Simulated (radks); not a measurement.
Values are calculated unless marked as measured or tabulated.
Isoelectronic series with 5 electrons, each ion in its NIST ground configuration. Code: a radial shooting solver on a logarithmic mesh with Libxc functionals. Model: scalar-relativistic Kohn-Sham, PBE, spin-polarised, spherical densities, finite nucleus; open shells are filled with parallel spins first; Fermi nuclear charge, rms radius of each element as measured or else 0.836 A^(1/3) + 0.57 fm. Total energies (hartree) and orbital eigenvalues (hartree) (* marks an orbital that is empty in some or all of the ions):

ion,configuration,E (hartree),2p down*,2p up,2s down,2s up,1s down
B,[He] 2s2 2p1,-24.61300,-0.10819,-0.14770,-0.31992,-0.36408,-6.62485
N2+,[He] 2s2 2p1,-52.91472,-1.32958,-1.41594,-1.75738,-1.84347,-15.55520
F4+,[He] 2s2 2p1,-92.27276,-3.57476,-3.70770,-4.21848,-4.34350,-28.52810
Al8+,[He] 2s2 2p1,-204.22919,-11.08818,-11.31449,-12.17272,-12.37391,-66.57154
P10+,[He] 2s2 2p1,-276.89759,-16.35404,-16.62713,-17.66878,-17.90787,-91.66062
Cl12+,[He] 2s2 2p1,-360.75400,-22.62739,-22.94731,-24.18290,-24.45991,-120.8147
K14+,[He] 2s2 2p1,-455.85443,-29.91026,-30.27706,-31.72064,-32.03564,-154.0530
Sc16+,[He] 2s2 2p1,-562.26277,-38.20519,-38.61893,-40.28856,-40.64166,-191.3977
